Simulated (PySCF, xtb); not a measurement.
YCl3, SMILES [Y]([Cl])([Cl])[Cl].

GFN2-xTB in xtb 6.7.1 at its own geometry gives an orbital gap of 1.19 eV and a dipole moment of 5.16 D.

Geometry: B3LYP-D3(BJ)/def2-SVP. The isomer is the one that the SMILES or the coordinates give; other isomers of the formula were not compared. The def2 effective core potentials stand for the cores of Y; spin–orbit coupling is left out.

**Question.** What does PBE/def2-TZVPD in PySCF give? (The exact figures need the calculation; the answer reports its results.)

**Answer.** gap 4.05 eV (levels -7.77 and -3.72 eV), dipole 0.00 D.
